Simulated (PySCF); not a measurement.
# Radial density of Co²⁺ (cobalt, charge +2)

BP86, [Ar] 3d6 4s1, high-spin 6D determinant (an excited configuration). Calculation: PySCF 2.14, in aug-cc-pVTZ with one added diffuse shell each of s, p, d, f, g type (9s8p6d4f3g, 118 functions); no relativity, point nucleus.

```
r (bohr)  4πr²ρ (e/bohr)  4πr²(ρα − ρβ)
0.000997          0.1582         0.0001
 0.00168          0.4313         0.0003
 0.00282           1.147         0.0008
 0.00474           2.926         0.0020
 0.00798           6.954         0.0047
  0.0134           14.69         0.0096
  0.0226           25.50         0.0154
  0.0380           32.40         0.0147
  0.0639           28.00         0.0070
   0.107           27.27         0.0605
   0.181           36.57         0.3804
   0.304           21.24         1.5799
   0.511           16.05         3.8984
   0.860           14.96         3.6122
    1.45           3.566         1.5422
    2.43          0.7143         0.6120
    4.09         0.05380         0.0527
    6.88       0.0003482         0.0003
```
